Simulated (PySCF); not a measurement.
## Os (osmium, neutral) across methods

[Xe] 4f14 5d8, high-spin 3F determinant (an excited configuration). All numbers are calculated (PySCF 2.14, a scalar-relativistic core potential, in aug-cc-pwCVTZ-PP with ECP60MDF).

```
   method  E (hartree)  mean ε 5p β (eV)  mean ε 5d α (eV)  mean ε 5d β (eV)  Σ⟨r²⟩ (bohr²)   ⟨S²⟩
      UHF    -89.92197           -55.824            -7.895            -6.316          50.00  2.009
    B3LYP     -90.7165           -48.256            -4.845            -3.936          51.63  2.004
BHandHLYP     -90.5532           -51.304            -6.076            -5.014          50.73  2.005
     PBE0     -90.6675           -48.601            -5.043            -4.006          51.08  2.004
      PBE     -90.7130           -45.957            -3.934            -3.014          52.08  2.003
     PW91     -90.7588           -46.032            -3.984            -3.074          52.08  2.003
      LDA     -90.5084           -46.044            -4.125            -3.174          52.20  2.003
   r2SCAN     -90.7021           -46.832            -3.965            -2.970          51.21  2.005
```

Energies and moments cover only the electrons outside the core potential. Spin-orbit coupling, absent here, splits the open shell strongly.
